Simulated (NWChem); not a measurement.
Species: CH₃BrGe, singlet; SMILES [Br][Ge][CH3]

Results from NWChem. Low-valent species are run as closed-shell singlets; no triplet was tried in these runs. All runs use the structure optimised with PBE0/def2-SVP. Ions are spin-unrestricted doublets at the neutral geometry; other ion states weren't tried.

Q: Predict the results for PBE/def2-SVP. Quantities: vertical ionisation energy, ΔSCF (eV); −ε(HOMO) (eV).

A: 
- vertical ionisation energy, ΔSCF (eV): 8.67
- −ε(HOMO) (eV): 5.65
